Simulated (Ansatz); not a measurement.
C2H8AlNO, SMILES `C[CH2][Al]([NH2])[OH]`. Total charge 0; spin multiplicity 1.

Z-matrix (Å, degrees):
```
C
C 1 1.529
H 1 1.094 2 111.7
H 1 1.094 2 112.2 3 -120.1
H 1 1.094 2 111.7 3 119.7
Al 2 1.950 1 115.3 3 -59.9
H 2 1.097 1 110.2 3 177.5
H 2 1.097 1 110.2 3 62.7
O 6 1.701 2 118.6 1 179.8
N 6 1.772 2 120.7 1 -0.2
H 9 0.955 6 124.7 2 180.0
H 10 1.007 6 123.5 2 0.1
H 10 1.006 6 126.6 2 -180.0
```

(1) Give the diagnostics of a CCSD(T)/def2-TZVPP run (frozen core, Ansatz 0.2.0). (An estimate is asked.)

Results:

(1) The calculation gave: T1 = 0.0105, largest single amplitude 0.022, largest double 0.031, (T) share of the correlation energy 3.5 %, 9 CCSD cycles. The RHF solution is stable towards an unrestricted one. T1 lies under the customary mark of 0.02 for closed shells.
